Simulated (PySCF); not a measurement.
Species: Al(AsH3)H3.
Bonds: Al1–As2. Hydrogens: H6, H7, H8 on Al1; H3, H4, H5 on As2.

A GFN2-xTB structure was refined with PySCF, PBE0-D3(BJ)/def2-SVP geometry optimisation, gas phase. Its GFN2-xTB values:

```csv
coordinate,GFN2-xTB
Al1–As2,2.650 Å
Al1–H6,1.570 Å
Al1–H7,1.569 Å
As2–H3,1.495 Å
Al1–As2–H3,125.8°
As2–Al1–H6,94.8°
As2–Al1–H7,95.4°
H3–As2–H4,90.7°
H6–Al1–H7,119.3°
```

**Question.** How do these coordinates change at the PBE0-D3(BJ)/def2-SVP level?

**Answer.** 
| coordinate | PBE0-D3(BJ)/def2-SVP (Å or °) | change |
| --- | --- | --- |
| Al1–H7 | 1.600 | +0.031 |
| Al1–H6 | 1.601 | +0.031 |
| Al1–As2 | 2.626 | -0.024 |
| As2–H3 | 1.510 | +0.015 |
| H3–As2–H4 | 97.6 | +6.9 |
| Al1–As2–H3 | 120.0 | -5.8 |
| As2–Al1–H7 | 96.7 | +1.3 |
| As2–Al1–H6 | 96.1 | +1.3 |
| H6–Al1–H7 | 118.9 | -0.4 |

The energy falls by 0.114 eV over 6 energy and gradient evaluations, the largest force component goes from 0.0120 to 1.1e-04 Eh/bohr, and the atoms move by 0.075 Å rms after alignment. Among the bonds, Al1–H6, Al1–H7 and Al1–H8 change most and about equally (+0.031 Å). Bonds longer at the end by more than 0.005 Å: 6 of 7; shorter: 1. Rotational constants go from 42319, 3051, 3051 to 39321, 3102, 3102 MHz.

The run used 80 basis functions and 31 SCF cycles in all. Time: 12 s. Hardware: Arm Neoverse V1, one thread (shared host).

No PBE0-D3(BJ)/def2-SVP frequencies stand behind this structure, so it isn't proved a minimum.
